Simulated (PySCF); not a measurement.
Computed shifts of a molecule C3H5BO2, B3LYP/pcSseg-1 in PySCF, GIAO, gas phase, atoms alike by connectivity averaged where their shifts nearly agree, in ppm (number of nuclei): ¹³C: 163.6 (1), 118.1 (1), 20.0 (1). ¹H: 7.14 (1), 5.81 (1), 4.70 (1), 1.99 (2). References: ¹⁷O against H2O (σ = 333.8 ppm); ¹¹B against BF3 (σ = 86.3 ppm); ¹³C against TMS (σ = 181.3 ppm); ¹H against TMS (σ = 31.68 ppm), references at their B3LYP-D3(BJ)/def2-TZVP geometries, non-relativistic. Geometry optimised at PBE-D3(BJ)/def2-SVP. Other conformers were not sampled.

Pick the molecule that these values belong to.
A. O=C1CCB1O
B. OB1CC=CO1
C. OCB1C=CO1
D. CC1=CB(O)O1

B, OB1CC=CO1
